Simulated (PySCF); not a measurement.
## Ions at one geometry of [CeF2]2+

PySCF 2.14.0, RKS PBE0, Ce def2-SVP with ECP28, F def2-SVP; non-relativistic Hamiltonian with scalar-relativistic core potentials where named; density fitting; no spin-orbit coupling; singlets restricted, open shells unrestricted. The geometry is relaxed for charge +2, singlet, vacuum:

```xyz
3

Ce    0.0000    0.0000    0.3794
F     1.8656    0.0000    0.3803
F    -1.8656    0.0000    0.3803
```

Energies count from the relaxed state; an electron taken off or put on is at rest in vacuum. Charges and spins are Mulliken's.

```tsv
state	energy (eV)	spin squared	charge on Ce1 (e)	spin on Ce1 (e)	dipole about the centre of mass (D)
charge +2, singlet, vacuum	0.00	0.00	1.97	0.00	0.00
charge +3, doublet, vacuum	27.50	0.76	2.41	0.33	0.00
```

**Question.** What does the state charge +1, doublet, vacuum give?

**Answer.** energy (eV) -14.92, spin squared 0.75, charge on Ce1 (e) 1.41, spin on Ce1 (e) 1.03, dipole about the centre of mass (D) 0.00.

With an electron taken off (doublet) the charges change, summed by element, by Ce +0.44 e, F +0.56 e. The vertical ionisation energy is 27.50 eV, against −ε(HOMO) = 24.39 eV of the relaxed state. The level lies 3.1 eV too high, as is usual for semilocal functionals and global hybrids, which keep a self-interaction error.

With an electron put on (doublet) the charges change, summed by element, by Ce -0.56 e, F -0.44 e. The vertical electron affinity is 14.92 eV, against −ε(LUMO) = 18.14 eV of the relaxed state.

Open shells may have lower solutions than those found.

No other spin state of this charge was computed.
